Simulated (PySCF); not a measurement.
# Partial charges of `N#CCC/P=C\C(F)(F)F`

C5H5F3NP.
Structure used (GFN2-xTB), in Å, numbered top down from 1:
```
atom  x, y, z in Å
N1    -2.5971    0.0066   -2.5813
C2    -2.4535    0.0047   -1.4478
C3    -2.2386    0.0015   -0.0218
C4    -0.7424   -0.1255    0.2961
P5     0.2039    1.3277   -0.4064
C6     1.8015    0.9093   -0.1415
C7     2.3241   -0.3208    0.4990
F8     1.8324   -0.5238    1.7436
F9     2.0279   -1.4499   -0.1834
F10    3.6560   -0.2986    0.6248
H11   -2.6449    0.9307    0.3896
H12   -2.7897   -0.8384    0.4111
H13   -0.3549   -1.0560   -0.1251
H14   -0.6032   -0.1523    1.3804
H15    2.5739    1.5929   -0.4594
```

Density: PBE0/pcSseg-1 (PySCF); schemes: Mulliken, IAO, Hirshfeld and ESP-fitted. The structure is a single GFN2-xTB conformer in the gas phase; no vibrational or solvent corrections.

**Question.** At which atom do the 4 schemes differ most?

**Answer.** At C4: from -0.535 (Mulliken) to +0.530 e (ESP-fitted), 1.065 e apart.

**Question.** Do the Mulliken, IAO, Hirshfeld and ESP-fitted schemes agree on where the charge is lowest?

**Answer.** The schemes don't all agree: Mulliken C4 (-0.535); IAO C6 (-0.479); Hirshfeld N1 (-0.222); ESP-fitted C3 (-0.521).

**Question.** Tabulate the Mulliken, IAO, Hirshfeld and ESP-fitted charges.

**Answer.** In e:

```csv
atom,environment,Mulliken,IAO,Hirshfeld,ESP-fitted
N1,nitrile nitrogen,-0.230,-0.237,-0.222,-0.479
C2,nitrile carbon,+0.038,+0.132,+0.079,+0.458
C3,sp3 carbon next to a nitrile,-0.177,-0.294,-0.042,-0.521
C4,sp3 carbon bound to phosphorus,-0.535,-0.443,-0.113,+0.530
P5,phosphorus bonded to 2 C,+0.493,+0.469,+0.181,-0.160
C6,"carbon bonded to C, P and H",-0.532,-0.479,-0.144,-0.132
C7,CF3 carbon,+0.838,+0.797,+0.256,+0.329
F8,fluorine of a CF3 group,-0.281,-0.290,-0.093,-0.161
F9,fluorine of a CF3 group,-0.277,-0.285,-0.093,-0.139
F10,fluorine of a CF3 group,-0.263,-0.274,-0.091,-0.137
H11,methylene hydrogen,+0.178,+0.179,+0.065,+0.179
H12,methylene hydrogen,+0.184,+0.187,+0.074,+0.157
H13,methylene hydrogen,+0.196,+0.172,+0.041,-0.052
H14,methylene hydrogen,+0.190,+0.172,+0.046,-0.042
H15,hydrogen on C6,+0.179,+0.196,+0.055,+0.168
```

Mean size of the charges over all atoms: IAO 0.307 e, Mulliken 0.306 e, ESP-fitted 0.243 e, Hirshfeld 0.106 e. Each set sums to the total charge, 0, to within 0.001 e. The IAO scheme projects the occupied orbitals on a minimal set of polarised atomic orbitals and counts the electrons in each atom's part of it.

**Question.** How closely do the schemes follow one another over all atoms?

**Answer.** Correlation coefficient and root-mean-square difference: Mulliken with IAO 0.99, 0.050 e; IAO with Hirshfeld 0.94, 0.238 e; Mulliken with Hirshfeld 0.93, 0.254 e; Hirshfeld with ESP-fitted 0.45, 0.262 e; IAO with ESP-fitted 0.35, 0.370 e; Mulliken with ESP-fitted 0.25, 0.408 e.

**Question.** Sum the charges by element, for elements with more than one atom.

**Answer.** 
```json
{"element": "C", "atoms": "5", "Mulliken": "-0.369", "IAO": "-0.288", "Hirshfeld": "+0.036", "ESP-fitted": "+0.665"}
{"element": "F", "atoms": "3", "Mulliken": "-0.820", "IAO": "-0.849", "Hirshfeld": "-0.277", "ESP-fitted": "-0.437"}
{"element": "H", "atoms": "5", "Mulliken": "+0.926", "IAO": "+0.906", "Hirshfeld": "+0.281", "ESP-fitted": "+0.411"}
```
